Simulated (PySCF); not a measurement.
SiHCl, SMILES [SiH]Cl (connectivity only; charge and spin as stated), neutral, multiplicity 1.

The structure is a stationary point at PBE-D3(BJ)/def2-TZVP. The isomer is the one that the SMILES or the coordinates give; other isomers of the formula were not compared.

Level of theory: PBE/def2-TZVPD (PySCF).

Gas-phase values at a fixed geometry.

| Property | Result |
|---|---|
| total energy | -749.96630 hartree |
| point group | Cs |
| highest occupied level | -5.98 eV |
| lowest empty level | -3.88 eV |
| orbital gap | 2.09 eV |
| dipole moment | 0.94 D |
| quadrupole, principal values (traceless, Buckingham form, about the centre of nuclear charge) | -3.44, 0.32, 3.11 D·Å |
| mean static polarisability | 48.5 bohr³ (7.19 Å³) |
| polarisability, principal values | 39.2, 46.0, 60.4 bohr³ |
